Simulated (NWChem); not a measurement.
**Correlation energy of CF (+1)**

```xyz
2

C      0.0000     0.0000     0.6921
F      0.0000     0.0000    -0.4614
```
Charge +1, spin multiplicity 1.

All runs are NWChem calculations. All single points use one geometry, from PBE0/def2-SVP, a minimum by its harmonic frequencies.

Basis set: def2-QZVP. Each correlation energy counts from its own Hartree-Fock reference.

The correlated methods keep 2 core orbitals frozen. The structure started from a generated list of species. Coupled-cluster values serve here as a point of comparison, not as the truth.

| method | correlation energy (mHa) |
|---|---|
| CCSD | -384.3 |
| CCSD(T) | -400.0 |
| CCSD+T(CCSD) | ? |
| CR-CCSD[T] | -398.9 |
| MP2 | -375.6 |
| CR-CCSD(T) | ? |
| SCS-MP2 | -372.5 |

**Question.** What belongs in the gaps?

**Answer.** 
- CCSD+T(CCSD), correlation energy (mHa): -401.7
- CR-CCSD(T), correlation energy (mHa): -397.5
